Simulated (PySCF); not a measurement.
# BOI at several levels of theory

All levels use the PBE0 minimum (singlet; B–I 2.043 Å, B–O 1.203 Å; I–B–O 180.0°), basis [B def2-TZVP, O def2-TZVP, I def2-TZVP with ECP28], scalar-relativistic core potentials, density fitting, no spin–orbit coupling, PySCF. For vertical energies the ionised species is a doublet (spins chosen at PBE0 and kept). Atomisation goes to high-spin ground-configuration atoms, without zero-point energy. Open shells are unrestricted, also as the reference of the correlated levels. A dash marks a value that was not computed or is not defined at that level.

```
    level  atomisation (kJ/mol)  vertical IP (eV)  −ε(HOMO) (eV)  gap (eV)  dipole (D)
     PBE0                  1198             11.18           8.85      7.88        3.38
       HF                   814             10.54          11.55     13.67        3.72
      MP2                     ?                 ?              –         –           –
      PBE                  1256             10.94           7.62      5.78        3.25
    B3LYP                  1182             11.16           8.58      7.35        3.39
   r2SCAN                  1214             11.08           7.95      6.42        3.34
    TPSSh                     ?                 ?              ?         ?           ?
   M06-2X                  1177             11.19          10.06      9.88        3.40
CAM-B3LYP                  1188             11.31          10.11     10.13        3.40
```

**Question.** Fill in the row of TPSSh.

**Answer.** atomisation (kJ/mol) 1170, vertical IP (eV) 11.06, −ε(HOMO) (eV) 8.20, gap (eV) 6.85, dipole (D) 3.31.

**Question.** Fill in the row of MP2.

**Answer.** atomisation (kJ/mol) 1249, vertical IP (eV) 11.66.

Spin contamination in at least one species weakens the values at: HF, MP2.
